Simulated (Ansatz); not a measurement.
System: sum formula AlNO2H4, charge 0, multiplicity 1. 
Coordinates optimised at B3LYP-D3(BJ)/def2-TZVP (Ansatz, a program for electronic structure):
SMILES: [NH2][Al]([OH])[OH]
```xyz
8

N     -1.7044    -0.3305     0.1265
Al     0.0216     0.0045    -0.0016
O      1.0682    -1.3204    -0.1589
O      0.6797     1.5706     0.0246
H     -2.0946    -1.2592     0.1110
H     -2.4330     0.3568     0.2238
H      2.0179    -1.2242    -0.2340
H      0.1765     2.3799     0.1092
```

Basis-set convergence of Hartree-Fock and CCSD correlation energies (hartree) with Ansatz. Correlated levels leave the core frozen unless marked. No spin-orbit coupling. Non-relativistic.

```csv
basis,functions,E(HF),"E(corr, CCSD)"
cc-pV(D+d)Z,85,-448.59335,-0.63376
cc-pV(T+d)Z,185,-448.68608,-0.79292
cc-pV(Q+d)Z,349,-448.70783,-0.84614
```

Extrapolating the two largest sets (X = 3 and 4) as X^-3: E(corr) = (64·(-0.84614) - 27·(-0.79292))/37 = -0.8850 Eh, an estimate of the basis-set limit. The largest set recovers 95.6 % of it, the smallest 71.6 %.
